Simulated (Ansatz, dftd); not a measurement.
Reaction: CH4B (SMILES [CH2]B, doublet) → CH4B (SMILES [BH]C, doublet)
Each species at its own B3LYP-D3(BJ)/def2-TZVP minimum (Ansatz, an electronic-structure program).

Property: isomerisation energy (electronic), in kJ/mol. Open shells are spin-unrestricted; no spin-orbit coupling. Cores are frozen in correlated methods. Rows without X2C or -DK are non-relativistic. CBS(X,Y): correlation extrapolated as X^-3, Hartree-Fock from the larger set. A bracket is a step between two methods taken in the basis named. The functionals are non-relativistic, so their misses hold any scalar relativity. 'core' is core correlation in cc-pwCVTZ, 'X2C' scalar relativity in cc-pVTZ-DK, both at CCSD(T).

```
level                                                                            program  isomerisation energy (kJ/mol)  difference against the last row
------------------------------------------------------------------------  --------------  -----------------------------  -------------------------------
HF/cc-pVTZ                                                                        Ansatz                           52.5                             15.4
r2SCAN-D3(BJ)/def2-TZVPD                                                  Ansatz + dftd3                           33.2                             -3.9
B3LYP-D3(BJ)/def2-TZVPD                                                   Ansatz + dftd3                           41.8                              4.7
PBE0-D3(BJ)/def2-TZVPD                                                    Ansatz + dftd3                           32.6                             -4.5
PBE0/def2-TZVPD                                                                   Ansatz                           32.9                             -4.2
r2SCANh-D4/def2-TZVPD                                                     Ansatz + dftd4                           34.0                             -3.1
CCSD/cc-pVTZ                                                                      Ansatz                           40.6                              3.5
CCSDT(Q)/cc-pVDZ                                                                  Ansatz                           37.7                              0.6
CCSDT(Q)/cc-pVTZ                                                                  Ansatz                           38.0                              0.9
CCSD(T)/CBS(cc-pVTZ,cc-pVQZ) + [CCSDT(Q) - CCSD(T)]/cc-pVTZ + core + X2C          Ansatz                           37.1                              0.0
```
